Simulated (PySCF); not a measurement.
Atomic charges against the basis set

Compound: CH8AsGaO.
Atom-mapped SMILES: `[CH3:1][O:2][GaH2-:3][AsH3+:4]` (hydrogens: H5, H6, H7 on C1; H8, H9 on Ga3; H10, H11, H12 on As4)

PBE0 throughout (PySCF), one geometry, spherical d and f functions. The structure is a single PBE0-D3(BJ)/def2-SVP conformer in the gas phase; no vibrational or solvent corrections. The calculation is non-relativistic, for gallium and arsenic too. Atoms taken as equivalent share a column and are averaged.

Mulliken charges (e):

```tsv
basis	functions	C1	O2	Ga3	As4	H5/H6/H7	H8/H9	H10/H11/H12
STO-3G	54	-0.128	-0.303	+0.108	+0.316	+0.062	-0.065	-0.016
6-31G	88	-0.195	-0.702	+0.498	+0.136	+0.149	-0.089	-0.002
6-31G*	108	-0.231	-0.583	+0.090	-0.071	+0.152	+0.041	+0.086
cc-pVDZ	122	+0.084	-0.499	+0.371	+0.050	+0.023	-0.094	+0.037
def2-SVP	132	+0.140	-0.562	+0.446	+0.071	+0.020	-0.116	+0.026
def2-TZVP	206	-0.192	-0.421	+0.357	-0.145	+0.104	-0.096	+0.094
```

IAO charges (e):

| basis | functions | C1 | O2 | Ga3 | As4 | H5/H6/H7 | H8/H9 | H10/H11/H12 |
| --- | --- | --- | --- | --- | --- | --- | --- | --- |
| STO-3G | 54 | -0.252 | -0.462 | +0.445 | +0.451 | +0.111 | -0.192 | -0.044 |
| 6-31G | 88 | -0.222 | -0.607 | +0.466 | +0.243 | +0.125 | -0.137 | +0.007 |
| 6-31G* | 108 | -0.178 | -0.620 | +0.460 | +0.256 | +0.114 | -0.133 | +0.001 |
| cc-pVDZ | 122 | -0.176 | -0.616 | +0.480 | +0.265 | +0.113 | -0.143 | -0.002 |
| def2-SVP | 132 | -0.168 | -0.615 | +0.484 | +0.276 | +0.110 | -0.146 | -0.004 |
| def2-TZVP | 206 | -0.186 | -0.636 | +0.501 | +0.272 | +0.117 | -0.146 | -0.003 |

Hirshfeld charges (e):

```json
{"basis": "STO-3G", "functions": "54", "C1": "+0.027", "O2": "-0.255", "Ga3": "+0.184", "As4": "+0.269", "H5/H6/H7": "+0.002", "H8/H9": "-0.125", "H10/H11/H12": "+0.006"}
{"basis": "6-31G", "functions": "88", "C1": "-0.035", "O2": "-0.332", "Ga3": "+0.349", "As4": "+0.218", "H5/H6/H7": "+0.026", "H8/H9": "-0.138", "H10/H11/H12": "0.000"}
{"basis": "6-31G*", "functions": "108", "C1": "-0.038", "O2": "-0.301", "Ga3": "+0.293", "As4": "+0.195", "H5/H6/H7": "+0.025", "H8/H9": "-0.122", "H10/H11/H12": "+0.007"}
{"basis": "cc-pVDZ", "functions": "122", "C1": "-0.057", "O2": "-0.287", "Ga3": "+0.324", "As4": "+0.226", "H5/H6/H7": "+0.023", "H8/H9": "-0.136", "H10/H11/H12": "-0.001"}
{"basis": "def2-SVP", "functions": "132", "C1": "-0.056", "O2": "-0.291", "Ga3": "+0.318", "As4": "+0.231", "H5/H6/H7": "+0.025", "H8/H9": "-0.136", "H10/H11/H12": "-0.001"}
{"basis": "def2-TZVP", "functions": "206", "C1": "-0.066", "O2": "-0.305", "Ga3": "+0.340", "As4": "+0.224", "H5/H6/H7": "+0.026", "H8/H9": "-0.135", "H10/H11/H12": "0.000"}
```

ESP-fitted charges (e):

```
    basis  functions      C1      O2     Ga3     As4  H5/H6/H7   H8/H9  H10/H11/H12
   STO-3G         54  -0.134  -0.211  +0.059  +0.142    +0.059  -0.112       +0.063
    6-31G         88  +0.279  -0.626  +0.626  +0.018    -0.016  -0.211       +0.057
   6-31G*        108  +0.134  -0.469  +0.445  +0.021    +0.009  -0.160       +0.054
  cc-pVDZ        122  +0.159  -0.478  +0.547  +0.023    -0.003  -0.196       +0.050
 def2-SVP        132  +0.203  -0.508  +0.580  +0.017    -0.010  -0.207       +0.051
def2-TZVP        206  +0.079  -0.465  +0.609  +0.024    +0.016  -0.217       +0.047
```

Some averages cover members that differ in this geometry, most widely: H5/H6/H7, ESP-fitted in STO-3G +0.036 to +0.085; H10/H11/H12, Mulliken in 6-31G -0.021 to +0.013; H5/H6/H7, IAO in 6-31G +0.109 to +0.142; H5/H6/H7, ESP-fitted in 6-31G -0.032 to -0.002 e.

Task: Which scheme is steadiest as the basis changes?

Result: Largest range over the bases for any column: Hirshfeld 0.16 e, IAO 0.21 e, Mulliken 0.46 e, ESP-fitted 0.57 e. Hirshfeld charges move least and ESP-fitted charges most, counted in e. Without the minimal STO-3G basis the ranges are Hirshfeld 0.06, IAO 0.05, Mulliken 0.41, ESP-fitted 0.20 e.

Task: How much do the charges still move between the two largest bases, def2-SVP and def2-TZVP?

Result: At most, over all atoms: Mulliken 0.332 e, IAO 0.021 e, Hirshfeld 0.023 e, ESP-fitted 0.124 e.

Task: What do the same runs give for the total energy, the frontier levels and the dipole moment?

Result: 
| basis | energy (Eh) | HOMO (eV) | LUMO (eV) | μ (D) |
| --- | --- | --- | --- | --- |
| STO-3G | -4228.8799 | -0.34 | 3.47 | 5.04 |
| 6-31G | -4277.4369 | -6.78 | -0.09 | 3.45 |
| 6-31G* | -4277.6137 | -6.88 | -0.05 | 3.19 |
| cc-pVDZ | -4278.1329 | -6.89 | -0.06 | 3.08 |
| def2-SVP | -4277.5835 | -6.96 | 0.00 | 3.11 |
| def2-TZVP | -4278.2420 | -7.08 | -0.22 | 3.01 |

The dipole is fixed by the density alone, so its range of 2.03 D shows that the density itself changes with the basis, not only its division among atoms.
